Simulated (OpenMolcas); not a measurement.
OpenMolcas run: Kr²⁺

Input:

```
&GATEWAY
Coord
1

Kr 0.0 0.0 0.0
Basis=ANO-RCC-MB
Group=XYZ
NoMove
AngMom=0.0 0.0 0.0
AMFI
&SEWARD
&RASSCF
FileOrb=start.orb
Symmetry=1
Spin=3
nActEl=6 0 0
Inactive=8 6
Ras2=1 3
CIRoot=3 3 1
SDav=3
CIMx=300
Iter=120 100
PrWF=0.3
OrbListing=Nothing
MaxOrb=0
Atom
>>> COPY $Project.JobIph JOB001
&RASSCF
FileOrb=start.orb
Symmetry=1
Spin=1
nActEl=6 0 0
Inactive=8 6
Ras2=1 3
CIRoot=6 6 1
SDav=7
CIMx=300
Iter=120 100
PrWF=0.3
OrbListing=Nothing
MaxOrb=0
Atom
>>> COPY $Project.JobIph JOB002
&RASSCF
FileOrb=start.orb
Symmetry=2
Spin=3
nActEl=6 0 0
Inactive=8 6
Ras2=1 3
CIRoot=3 3 1
SDav=3
CIMx=300
Iter=120 100
PrWF=0.3
OrbListing=Nothing
MaxOrb=0
Atom
>>> COPY $Project.JobIph JOB003
&RASSCF
FileOrb=start.orb
Symmetry=2
Spin=1
nActEl=6 0 0
Inactive=8 6
Ras2=1 3
CIRoot=3 3 1
SDav=3
CIMx=300
Iter=120 100
PrWF=0.3
OrbListing=Nothing
MaxOrb=0
Atom
>>> COPY $Project.JobIph JOB004
&RASSI
NrOfJobIphs=4 3 6 3 3
1 2 3
1 2 3 4 5 6
1 2 3
1 2 3
IphNames
JOB001
JOB002
JOB003
JOB004
EJob
SpinOrbit
DIPRint=1.0
SOCoupling=1000.0
Subsets=2
MEES
Property=10
'ANGMOM' 1 'ANGMOM' 2 'ANGMOM' 3 'MLTPL  1' 1 'MLTPL  1' 2 'MLTPL  1' 3
'AMFI' 1 'AMFI' 2 'AMFI' 3 'MLTPL  2' 6
SOProperty=3
'ANGMOM' 1 'ANGMOM' 2 'ANGMOM' 3
```

A driver script runs the steps one by one and writes start.orb anew before each from the orbitals found so far.

Output, cut to the results:

```
--- SEWARD ---
Basis set label: KR.ANO-RCC...4S3P1D.

      Electronic valence basis set:
      ------------------
      Associated Effective Charge  36.000000 au
      Associated Actual Charge     36.000000 au
      Nuclear Model: Point charge

      Shell  nPrim  nBasis  Cartesian Spherical Contaminant
         s      20       4        X
         p      17       3        X
         d      11       1                 X
                  Relativistic Douglas-Kroll-Hess integrals:
                    - DKH order of Hamiltonian: 2
                    - DKH order of Properties : 0
                  Atomic mean-field integrals
--- RASSCF ---
Wave function specifications:
      -----------------------------

      Number of closed shell electrons          28
      Number of electrons in active shells       6
      Max number of holes in RAS1 space          0
      Max nr of electrons in RAS3 space          0
      Number of inactive orbitals               14
      Number of active orbitals                  4
      Number of secondary orbitals               0
      Spin quantum number                      1.0
      State symmetry                             1
Orbital specifications:
      -----------------------

      Symmetry species                           1   2
                                                ag  au
      Frozen orbitals                            0   0
      Inactive orbitals                          8   6
      Active orbitals                            1   3
      RAS1 orbitals                              0   0
      RAS2 orbitals                              1   3
      RAS3 orbitals                              0   0
      Secondary orbitals                         0   0
      Deleted orbitals                           0   0
      Number of basis functions                  9   9
      Number of CSFs                             3
      Number of root(s) required                 3
      Iter CI   SX   CI       RASSCF       Energy    max ROT     max BLB   max BLB  Level Ln srch  Step   QN
          iter iter root      energy       change     param      element    value   shift minimum  type update
 Nr of preliminary CI iterations:   1
 ###############################################################################
 ###############################################################################
 ###                                                                         ###
 ###                                                                         ###
 ###    WARNING: Problems in orbital optimization.                           ###
 ###                                                                         ###
 ###                                                                         ###
 ###############################################################################
 ###############################################################################
  Warning: In symmetry  1, orbital p=   9 has diagonal density matrix element D(p,p) close to two. (2 - D(p,p))=  4.440892E-16
      Total energies have been shifted. Add                -2000.00 au
        ...
 ###############################################################################
 ###############################################################################
  Warning: In symmetry  1, orbital p=   9 has diagonal density matrix element D(p,p) close to two. (2 - D(p,p))=  4.440892E-16
        4   1    1    0  -786.61512167    1.36E-12   0.00E+00    6   9 2  5.31E-09   0.50   0.00    SX    NO
      Convergence after  4 iterations
        5   1    1    0  -786.61512167    1.36E-12   0.00E+00    6   9 2  5.31E-09   0.50   0.00    SX    NO
      Natural orbitals and occupation numbers for root  1
      sym 1:   2.000000
      sym 2:   1.000000   2.000000   1.000000
      Natural orbitals and occupation numbers for root  2
      sym 1:   2.000000
      sym 2:   2.000000   1.000000   1.000000
      Natural orbitals and occupation numbers for root  3
      sym 1:   2.000000
      sym 2:   1.000000   1.000000   2.000000
::    RASSCF root number  1 Total energy:  -2786.61512167
::    RASSCF root number  2 Total energy:  -2786.61512167
::    RASSCF root number  3 Total energy:  -2786.61512167
--- RASSCF ---
Wave function specifications:
      -----------------------------

      Number of closed shell electrons          28
      Number of electrons in active shells       6
      Max number of holes in RAS1 space          0
...
--- RASSI ---
SPIN-FREE ENERGIES:
  (Shifted by EMIN (a.u.) =      -2786.6151216727)

 SF State       Relative EMIN(au)   Rel lowest level(eV)    D:o, cm**(-1)      L_eff

     1             0.0000000000        0.0000000000              0.0000         1.0
     2             0.0000000000        0.0000000000              0.0000         1.0
     3             0.0000000000        0.0000000000              0.0000         1.0
     4             0.0591860582        1.6105346897          12989.8383         2.0
     5             0.0591860582        1.6105346897          12989.8383         2.0
     6             0.0591860582        1.6105346897          12989.8383         2.0
     7             0.0591860582        1.6105346897          12989.8383         2.0
     8             0.0591860582        1.6105346897          12989.8383         2.0
     9             0.1191258127        3.2415785013          26145.0938         0.0
    10             0.6361738549       17.3111724850         139624.0223         1.0
    11             0.6361738549       17.3111724850         139624.0223         1.0
    12             0.6361738549       17.3111724850         139624.0223         1.0
    13             0.8634615036       23.4959844829         189507.8952         1.0
    14             0.8634615036       23.4959844829         189507.8952         1.0
    15             0.8634615036       23.4959844829         189507.8952         1.0
     Dipole printing threshold changed to   1.00000000E+00

++ Dipole transition strengths (spin-free states):
   -----------------------------------------------
     for osc. strength at least  1.00000000E+00

  ( Max oscillator strength is only   0.39625545524232347      )
--
Eigenvalues of complex Hamiltonian:
   -----------------------------------
  (Shifted by EMIN (a.u.) =      -2786.6151216727)

 SO State       Relative EMIN(au)   Rel lowest level(eV)    D:o, cm**(-1)     J-value

...
```

The J values that RASSI prints are effective ones from its own formula and need not be integers or half-integers; the table below assigns J from the states.

Levels above the lowest, from the spin-orbit matrix, grouped by J:

```tsv
Configuration	Term	J	E (cm-1)	Measured (cm-1)	g	Term weight %	Second
4s2 4p4	3P	2	0.0	0.0	1.491	98	2 1D
4s2 4p4	3P	1	3295	4548	1.501	100	
4s2 4p4	3P	0	4053	5313		97	3 1S
4s2 4p4	1D	2	15094	14644	1.010	98	2 3P
4s2 4p4	1S	0	28683	33080		97	3 3P
4s 4p5	3P*	2	139948	115931	1.501	100	
4s 4p5	3P*	1	142808	119380	1.500	100	
4s 4p5	3P*	0	144376	121543		100	
4s 4p5	1P*	1	191400	141876	1.001	100
```

Against the 8 measured excited levels shown (Saloman, J. Phys. Chem. Ref. Data 36, 215 (2007)) the mean absolute deviation is 16000 cm-1; the largest miss in energy is 4s 4p5 1P* 1: computed 191400, measured 141876 cm-1 (+34.9 %).

Terms of s pⁿ other than that of highest spin mix with s² pⁿ⁻² d, which this space lacks; all of them can be thousands of cm-1 off, and some have no real level of that name. Measured partners are found by configuration, term and J. A level has none where our copy of the source lacks it or the pairing is in doubt (some pairs that miss far off the trend of their configuration count as doubtful), and it then counts in no deviation. Levels of configurations outside the active space are missing. The first state left out of the spin-orbit step lies near 330000 cm-1 above the lowest spin-free state of the reference (among the parities and spins computed), and the list stops at four fifths of that energy or lower.

The term weight is that of the spin-free term in the level, not the purity of its configuration. * marks odd parity.
